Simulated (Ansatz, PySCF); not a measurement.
Pair of molecules: H2O (SMILES O) (first 3 atoms) with CH2O2 (SMILES O=CO); geometry from B3LYP-D3(BJ)/def2-TZVP, rigid monomers moved along the line of their centres of mass till O1···H8 is 1.62 Å.
(charge 0, multiplicity 1):
| atom | x (Å) | y (Å) | z (Å) |
|---|---|---|---|
| O | 0.6871 | 0.1448 | 0.2076 |
| H | 0.3583 | -0.3176 | -0.5701 |
| H | -0.0747 | 0.5990 | 0.6114 |
| O | -0.8573 | 0.7074 | 2.2638 |
| C | -0.2037 | -0.0273 | 2.9686 |
| O | 0.8353 | -0.7518 | 2.5830 |
| H | -0.4106 | -0.1755 | 4.0358 |
| H | 0.9906 | -0.5922 | 1.6150 |

Counterpoise-corrected where a basis set is named; no monomer relaxation. Rows marked so take none.

Rows in 3-21G, 6-31G* carry no dispersion term and start afresh at each structure (6-31G* with six Cartesian d functions).

Run with Ansatz (Gaussian basis) for Hartree–Fock, density functionals and correlated methods; PySCF for 3-21G rows, 6-31G* rows, the dispersion terms. Values without a source in brackets are computed.

**Question.** One of these levels gives -10.86 kcal/mol for the interaction energy. Which one is it?
A) PBE-D3(BJ)/def2-TZVPPD
B) HF/6-31G* (no counterpoise)
C) HF/3-21G (no counterpoise)
D) B3LYP/3-21G (no counterpoise)

**Answer.** A, PBE-D3(BJ)/def2-TZVPPD. The others give -21.02 (HF/3-21G (no counterpoise)), -9.46 (HF/6-31G* (no counterpoise)), -27.85 (B3LYP/3-21G (no counterpoise))

Ansatz is a program for electronic structure.
